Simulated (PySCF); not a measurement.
C₃H₆O₂Si, SMILES C=COC(=O)[SiH3].

Geometry optimised at PBE0-D3(BJ)/def2-SVP. One conformer was computed; it need not be the lowest.

Two levels are set side by side: PBE/def2-TZVP (PySCF) and HF/def2-TZVP (PySCF). Same geometry, gas phase. Differences are taken from unrounded values.

```
quantity                        HF    PBE  PBE minus HF
---------------------------  -----  -----  ------------
orbital gap (eV)             12.75   4.18         -8.56
highest occupied level (eV)  -9.99  -6.37          3.62
lowest empty level (eV)       2.76  -2.19         -4.95
dipole moment (D)             1.95   1.57         -0.38
mean polarisability (bohr³)   64.4   74.4          10.0
```

PBE's occupied levels lie high since its potential decays too fast outside the molecule; exact exchange lowers them and widens the gap. Loosely held outer electrons make PBE densities more polarisable. Differences between two approximate levels are no errors against the true value.

Rough cost on one machine, each run with all the roots and properties that it gave: HF against PBE about 1/3.
